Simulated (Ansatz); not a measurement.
`O=C=[N][Ga]([F])[F]` + `O[SiH3]` → `[F][Ga]([F])[O][SiH3]` + `N=C=O` at 700 K and 1 bar (ligand exchange at a Ga–N bond).

Program: Ansatz. Geometries: PBE0-D4/def2-TZVP. ΔE: electronic, gas phase. CCSD(T)/CBS is the MP2 limit (def2-TZVPP, def2-QZVPP) plus CCSD(T) − MP2 in def2-TZVPP, frozen cores. This one scheme is used for every species. For Ga outer-core shells are correlated without core-valence functions, which leaves a few kJ/mol of doubt a bond. Scalar relativity is left out up to krypton. Each species was taken in one conformer, which may not be the lowest.

```
                species  CCSD(T)/CBS energy (Eh)  H − E (kJ/mol)  S (J/(mol·K))
  `O=C=[N][Ga]([F])[F]`              -2291.56165           110.2          452.3
              `O[SiH3]`               -366.69042           144.6          321.6
`[F][Ga]([F])[O][SiH3]`              -2489.72997           163.8          497.0
                `N=C=O`               -168.51995            89.3          283.6
```

H − E and S are ideal-gas, rigid-rotor, harmonic terms from PBE0-D4/def2-TZVP, for one conformer and one mirror image of each species. 1 Eh = 2625.50 kJ/mol, R = 8.31446 J/(mol·K).

Question: By hand: ΔE, ΔH, ΔS and ΔG.

Answer: ΔE = (-2489.72997) + (-168.51995) − (-2291.56165) − (-366.69042) = 0.00215 Eh = 5.6 kJ/mol. Δ(H − E) = 163.8 + 89.3 − 110.2 − 144.6 = -1.7, so ΔH = 3.9 kJ/mol. ΔS = 497.0 + 283.6 − 452.3 − 321.6 = 6.7 J/(mol·K). ΔG = 3.9 − 700 × (6.7)/1000 = -0.8 kJ/mol.

Question: By hand: the equilibrium constant, and the temperature at which ΔG would vanish if ΔH and ΔS stayed fixed.

Answer: log₁₀ K = −ΔG/(RT ln 10) = 0.1. ΔG = 0 at ΔH/ΔS = 582 K, though so small a ΔH makes that figure unsure.

TΔS isn't small against ΔH here. The sign of ΔG lies within the doubt. A doubt of 5 kJ/mol in ΔE shifts log₁₀ K by 0.4 here. Other conformers and mirror images would add mixing entropy, several J/(mol·K) or more a flexible species. Modes under 60 cm⁻¹, often nearly free rotors, make the harmonic entropy too high. These are equilibria of isolated gas molecules and say nothing of rates. Largest T1 diagnostic: 0.018 (customary marks: 0.02 for closed shells, 0.045 for open ones).
